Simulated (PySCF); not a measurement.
Molecular orbitals of ScBr

B97-3 at R = 2.477 Å; basis Sc def2-TZVPP, Br def2-TZVPP; no relativity; PySCF 2.14. State: ³Δ (triplet), unpaired electrons σ ↑, δ ↑. Only the outer orbitals are listed, counted within each symmetry.

```tsv
spin	orbital	occ.	ε (eV)	on Sc (%)	main shells (%)
α	12σ	1	-20.28	4	96 Br s
α	13σ	1	-8.82	15	84 Br p
α	6π	1	-7.98	8	92 Br p
α	6π	1	-7.98	8	92 Br p
α	2δ	1	-5.09	100	100 Sc d
α	14σ	1	-4.73	99	78 Sc s, 11 Sc p, 10 Sc d
α	15σ	0	-1.65	96	63 Sc d, 32 Sc p
α	7π	0	-1.45	98	68 Sc d, 30 Sc p
α	7π	0	-1.45	98	68 Sc d, 30 Sc p
β	12σ	1	-20.26	3	96 Br s
β	13σ	1	-8.74	12	86 Br p
β	6π	1	-7.97	7	92 Br p
β	6π	1	-7.97	7	92 Br p
β	14σ	0	-3.17	98	68 Sc s, 21 Sc d, 9 Sc p
β	7π	0	-1.03	99	64 Sc d, 35 Sc p
β	7π	0	-1.03	99	64 Sc d, 35 Sc p
```

**Question.** Which are the highest filled and the lowest empty level, where do they sit, and how wide is the gap?

**Answer.** Highest filled α 14σ at -4.73 eV (in %: 78 Sc s, 11 Sc p, 10 Sc d); lowest empty β 14σ at -3.17 eV (in %: 68 Sc s, 21 Sc d, 9 Sc p); the gap at B97-3 is 1.56 eV.

- bond order (Mayer): 1.12
- ⟨S²⟩: 2.001
- charge on Sc (Mulliken, basis-dependent): 0.37
- charge on Sc (Löwdin, basis-dependent): -0.48
- dipole moment (positive dipole means Sc(−)Br(+)): -3.81 D

Spin–orbit coupling is left out. The state is the lowest single determinant that the PBE0 search found; with open d or f shells the true ground state can be another one.
